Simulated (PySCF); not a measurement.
Dipole moment and polarisability of `CC1=C(C)P1CC#N`

Compound: C6H8NP.
Structure used (GFN2-xTB), in Å, numbered top down from 1:
```xyz
16
C6H8NP angstrom
C     -1.3660    1.5594   -0.7680
C     -0.7238    0.7445    0.2716
C     -0.6234   -0.4239    0.8598
C     -1.0626   -1.8226    0.9333
P      0.5244    0.7967    1.6186
C      2.1646    0.4759    0.6576
C      1.9707   -0.4256   -0.4268
N      1.7491   -1.1573   -1.2799
H     -0.6452    1.7877   -1.5535
H     -1.7213    2.5011   -0.3510
H     -2.2024    1.0163   -1.2059
H     -0.3170   -2.4585    0.4557
H     -2.0118   -1.9451    0.4132
H     -1.1689   -2.1394    1.9698
H      2.8871    0.0623    1.3666
H      2.5389    1.4375    0.2949
```

Level: PBE0/def2-SVPD (PySCF), static field, nuclei fixed, core orbitals frozen in the response. The polarisability tensor in these axes (au):

```
x   99.49  2.17  4.76
y    2.17 98.30  3.23
z    4.76  3.23 94.30
```

What are the eigenvalues, a third of the trace, and Δα (Δα² = ½Σ(αi − αj)² over the three pairs)?

Principal values 91.03, 96.65 and 104.41 au; mean 97.36 au = 14.43 Å³ = 16.05 × 10⁻⁴⁰ C²·m²/J; Δα = 11.64 au (12 % of the mean).

What is the dipole moment, and where does it point?

(-1.11, 1.43, 1.35) D, 2.26 D in size, pointing from the negative to the positive side. Measured along this direction, the outermost atoms are N8 at the negative end and H10 at the positive end.

What depolarisation ratio follows for Rayleigh scattering of linearly polarised light, taking the static tensor?

ρ = 3Δα²/(45ᾱ² + 4Δα²) = 406.2/(426597 + 541.5) = 0.000951.

In TDDFT the mean static polarisability is Σ f/ω² over all singlet excitations (ω in hartree). How much of it do the 8 lowest give? Their energies (eV) and oscillator strengths: 5.39, 0.0024; 5.78, 0.0365; 6.01, 0.0331; 6.11, 0.0625; 6.26, 0.0603; 6.66, 0.0163; 6.76, 0.0064; 6.79, 0.0076.

They add up to 4.42 au, 4.5 % of the 97.36 au; the largest single term is 1.24 au, from the state at 6.11 eV. Terms in order: 0.06, 0.81, 0.68, 1.24, 1.14, 0.27, 0.10, 0.12 au. Higher excitations give the rest. The strengths listed sum to 0.225.

Find the Langevin capture rate constant for O2+ (31.990 u) meeting this molecule (125.039 u), k = 2.342 × 10⁻⁹ cm³/s × √(α in Å³ / reduced mass in u).

The reduced mass is 25.47 u, so k = 1.76 × 10⁻⁹ cm³/s. The formula leaves out the permanent dipole, which adds to the capture rate.

Estimate the molar refractivity from the static electronic polarisability.

Lorentz–Lorenz: R = (4π/3)N_A α = 2.5225 cm³/(mol·Å³) × 14.43 Å³ = 36.4 cm³/mol, in the limit of long wavelengths.

Isolated species at its GFN2-xTB geometry (one conformer only).
